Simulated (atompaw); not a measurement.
## What one change does to a pseudopotential (erbium, PAW (atompaw))

* Element: erbium (Er)
* Generator: atompaw 4.2.0.5
* Type: PAW
* Functional: PBE
* Relativity: scalar-relativistic
* Frozen core: [Kr] 4d10
* Valence charge: 22
* Reference configuration: 4f11 5s2 5p6 5d0 6s0 6p0 (charge +3)
* Partial waves: 5s (bound); 6s (bound, empty); 5p (bound); 6p (bound, empty); 5d (bound, empty); 5d channel at 2.6 Ry; 4f (bound); 4f channel at 0.4 Ry
* Local potential: vpsmatchnc scheme with l = 4 at 0 Ry, radius 2.30 bohr
* Core correction: smooth core density matched at 3.00 bohr
* Augmentation charge: besselshape compensation charge, radius 2.40 bohr; PAW radius 3.00 bohr; waves and projectors: bloechl

Change: local potential vpsmatchnc scheme with l = 4 at 0 Ry, radius 2.76 bohr.

Cutoffs: the cutoffs (Ry, on a coarse ladder) from which the occupation-weighted sum of valence levels, in a spherical-Bessel basis at the reference potential, stays within 10 and 1 mRy of its value at 400 Ry; they do not see the model core or the augmentation charge, which bear on the density cutoff.

What does the change do?

The potential gets softer (60 Ry and 80 Ry → 45 Ry and 55 Ry); the range in which the d phases agree widens (upper end 0.6 → at the end of the scan); neither file shows a bound ghost.

```tsv
quantity	base	changed
cutoff, loose	60 Ry	45 Ry
cutoff, tight	80 Ry	55 Ry
loose cutoff by channel (10 mRy a level)	s 50 Ry, p 45 Ry, f 35 Ry	s 30 Ry, p 30 Ry, f 30 Ry
bound ghosts	none	none
s: phases at 3.00 bohr within 0.05 rad from the reference energy up to (Ry; the scan ends near 5)	-0.8	0.1
p: phases at 3.00 bohr within 0.05 rad from the reference energy up to (Ry; the scan ends near 5)	1.2	2.1
d: phases at 3.00 bohr within 0.05 rad from the reference energy up to (Ry; the scan ends near 5)	0.6	to the end of the scan
f: phases at 3.00 bohr within 0.05 rad from the reference energy up to (Ry; the scan ends near 5)	2.4	2.4
lowest overlap eigenvalue by channel	s 0.09, p 0.34, d 0.65, f 1.00	s 0.26, p 0.60, d 0.83, f 1.00
```

 The cutoffs see the waves, projectors and local potential, not the compensation charge or the core.
